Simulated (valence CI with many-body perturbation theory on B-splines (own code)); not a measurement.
**E1 transitions of Bi⁺**

Calculated by relativistic CI+MBPT: four valence electrons over a frozen Dirac-Fock core [Xe] 4f14 5d10, a basis of 11 s, 11 p, 10 d, 8 f, 5 g, 2 h functions for each j, with the one-electron correlation potential Σ1, the two-electron term Σ2, the three-electron term Σ3, Breit, model QED; selected CI, second order for the rest, scaled by the run's own slope (own B-spline code, finite nucleus).

Set against measurement, 25 paired levels are off by 185 cm⁻¹ on average, the worst by 535. These come from a selection out of the NIST Handbook of Basic Atomic Spectroscopic Data. Levels without a partner in it may be off by more. Among the levels kept, up to 480 cm⁻¹ of a level comes from second order outside the variational space, and about a tenth of that is noise between levels of different J, which matters for small intervals.

Lines 151 to 200 of 500 in falling wavelength, among levels below 124709 cm⁻¹, chosen from the strongest by gf and those to the six lowest levels. Wavelengths and rates use the calculated energies, so an error of 200 cm⁻¹ moves a line at 10580 Å by 2.1 % and its rate by three times that or more. Electric multipoles are in the length gauge, E1 and E2 with the static RPA response of the core. Weak lines are less certain than strong ones. Lines between different terms over intervals too small for the method are left out, as are lines whose strength nearly cancels. Where a level lies close to another of its J and parity, the split of strength between their lines is uncertain. The highest levels of a list are the least certain.

Levels are named by their leading jj configuration (3d3/2^4 stands for four electrons in 3d with j = 3/2), which in mixed levels can hold well under half, so a name can repeat and another be missing. Letters in brackets count levels of one name in rising energy.

```
λ vac (Å)  λ from measured levels                       Upper                       Lower   A (s⁻¹)  S (a.u.)
    12820                              (6s^2 6p1/2 8d3/2) J=1      (6s^2 6p3/2 7p3/2) J=1  1.10e+06  3.43e+00
    12730                              (6s^2 6p3/2 7p3/2) J=1         (6s^2 6p1/2 8s) J=0  2.66e+06  8.13e+00
    12660                              (5g9/2 6s^2 6p1/2) J=4      (6s^2 6p3/2 7p3/2) J=3  3.87e+06  3.49e+01
    12620                              (6s^2 6p3/2 7p3/2) J=1      (6s^2 6p3/2 6d3/2) J=1  3.88e+06  1.15e+01
    12600                              (6s^2 6p1/2 8p3/2) J=1      (6s^2 6p3/2 6d3/2) J=0  7.22e+06  2.14e+01
    12580                              (5g7/2 6s^2 6p1/2) J=3      (6s^2 6p1/2 8p3/2) J=2  7.91e+05  5.44e+00
    12260                              (6s^2 6p1/2 6f7/2) J=3      (6s^2 6p1/2 7d5/2) J=2  3.15e+07  2.00e+02
    12080                              (6s^2 6p1/2 8d5/2) J=3      (6s^2 6p1/2 8p3/2) J=2  2.14e+07  1.30e+02
    12080                              (6s^2 6p1/2 6f5/2) J=2      (6s^2 6p1/2 7d5/2) J=2  1.90e+06  8.26e+00
    12000                          (6s^2 6p1/2 8d5/2) J=2 [a]      (6s^2 6p1/2 8p3/2) J=1  1.66e+07  7.07e+01
    11890                              (6s^2 6p1/2 8d3/2) J=2      (6s^2 6p1/2 8p1/2) J=1  1.39e+07  5.75e+01
    11860                             (6s^2 6p1/2 10p3/2) J=2         (6s^2 6p1/2 9s) J=1  6.31e+05  2.60e+00
    11800                          (6s 6p1/2 6p3/2^2) J=1 [b]      (6s^2 6p3/2 7p3/2) J=0  2.70e+06  6.57e+00
    11750                          (6s^2 6p1/2 8d5/2) J=2 [b]      (6s^2 6p3/2 7p3/2) J=1  9.80e+05  3.92e+00
    11630                              (6s^2 6p3/2 7p3/2) J=3      (6s^2 6p3/2 6d5/2) J=4  9.63e+06  5.24e+01
    11630                              (6s^2 6p1/2 8d3/2) J=1      (6s^2 6p1/2 8p3/2) J=1  2.20e+06  5.12e+00
    11490                                 (6s^2 6p1/2 9s) J=1      (6s^2 6p3/2 7p1/2) J=1  1.44e+06  3.24e+00
    11310                              (6s^2 6p1/2 8p3/2) J=1  (6s^2 6p3/2 6d5/2) J=2 [a]  4.61e+06  9.87e+00
    11210                              (5f5/2 6s^2 6p1/2) J=2      (6s 6p1/2 6p3/2^2) J=3  8.36e+05  2.91e+00
    11090                             (6s^2 6p1/2 10p3/2) J=2  (6s 6p1/2 6p3/2^2) J=1 [a]  6.63e+05  2.23e+00
    11060                              (6s^2 6p3/2 7p3/2) J=2      (6s^2 6p3/2 6d3/2) J=1  1.47e+06  4.92e+00
    11060                          (6s^2 6p1/2 8d5/2) J=2 [b]      (6s^2 6p1/2 8p3/2) J=2  1.77e+06  5.92e+00
    10920                              (6s^2 6p3/2 7p3/2) J=3  (6s^2 6p3/2 6d5/2) J=2 [a]  7.62e+05  3.43e+00
    10920                              (6s^2 6p1/2 6f5/2) J=2      (6s^2 6p1/2 7d3/2) J=1  2.10e+07  6.74e+01
    10740                          (6s^2 6p1/2 8d5/2) J=2 [b]      (6s^2 6p1/2 8p3/2) J=1  4.46e+06  1.36e+01
    10730                              (6s^2 6p1/2 8d3/2) J=1      (6s^2 6p1/2 8p1/2) J=0  1.41e+07  2.58e+01
    10580                   10350      (5f7/2 6s^2 6p1/2) J=4      (6s 6p1/2 6p3/2^2) J=3  7.72e+05  4.06e+00
    10550                              (6s^2 6p1/2 8d3/2) J=2      (6s^2 6p3/2 7p1/2) J=1  2.47e+06  7.16e+00
    10510                   10310      (6s^2 6p1/2 7p3/2) J=2      (6s^2 6p1/2 6d3/2) J=2  1.45e+06  4.14e+00
    10370                              (6s^2 6p3/2 7p3/2) J=1  (6s^2 6p3/2 6d5/2) J=2 [a]  2.17e+06  3.58e+00
    10160                              (5g7/2 6s^2 6p1/2) J=3      (6s^2 6p3/2 7p1/2) J=2  2.12e+07  7.67e+01
    10070                          (6s^2 6p1/2 8d5/2) J=2 [a]      (6s^2 6p1/2 8p1/2) J=1  7.16e+06  1.81e+01
     9865                              (5f5/2 6s^2 6p1/2) J=2      (6s 6p1/2 6p3/2^2) J=2  1.30e+06  3.08e+00
     9834                              (6s^2 6p1/2 8d5/2) J=3      (6s^2 6p3/2 7p1/2) J=2  6.39e+06  2.10e+01
     9812                              (6s^2 6p1/2 8d3/2) J=1      (6s^2 6p1/2 8p1/2) J=1  5.79e+06  8.09e+00
     9759                    9653      (5f7/2 6s^2 6p1/2) J=3      (6s 6p1/2 6p3/2^2) J=2  1.72e+06  5.53e+00
     9723                              (6s^2 6p3/2 7p1/2) J=2      (6s 6p1/2 6p3/2^2) J=3  1.41e+06  3.20e+00
     9710                    9841      (6s 6p1/2^2 6p3/2) J=1      (6s^2 6p1/2 7p1/2) J=1  2.15e+06  2.91e+00
     9595                    9505      (5f5/2 6s^2 6p1/2) J=3      (6s 6p1/2 6p3/2^2) J=2  1.12e+06  3.42e+00
     9560                              (6s^2 6p1/2 6f5/2) J=3      (6s^2 6p1/2 7d3/2) J=2  4.23e+07  1.28e+02
     9555                              (6s^2 6p3/2 7p1/2) J=1      (6s 6p1/2 6p3/2^2) J=2  4.82e+06  6.23e+00
     9451                          (6s^2 6p3/2 6d5/2) J=2 [a]      (6s^2 6p1/2 7p3/2) J=2  1.27e+06  2.65e+00
     9396                              (5f5/2 6s^2 6p1/2) J=2      (6s 6p1/2^2 6p3/2) J=1  4.09e+06  8.37e+00
     9380                              (5g9/2 6s^2 6p1/2) J=5      (5f7/2 6s^2 6p1/2) J=4  6.70e+07  3.00e+02
     9370                              (5g9/2 6s^2 6p1/2) J=4      (5f7/2 6s^2 6p1/2) J=4  2.49e+06  9.10e+00
     9367                              (5g7/2 6s^2 6p1/2) J=4      (5f7/2 6s^2 6p1/2) J=4  1.70e+06  6.21e+00
     9325                              (6s^2 6p1/2 6f5/2) J=2      (6s^2 6p1/2 7d3/2) J=2  4.65e+06  9.30e+00
     9296                              (6s^2 6p3/2 7p3/2) J=2  (6s^2 6p3/2 6d5/2) J=2 [a]  2.08e+06  4.13e+00
     9261                          (6s^2 6p3/2 6d5/2) J=2 [a]      (6s^2 6p1/2 7p3/2) J=1  5.69e+06  1.11e+01
     9172                          (6s^2 6p1/2 8d5/2) J=2 [b]      (6s^2 6p1/2 8p1/2) J=1  3.61e+06  6.87e+00
```
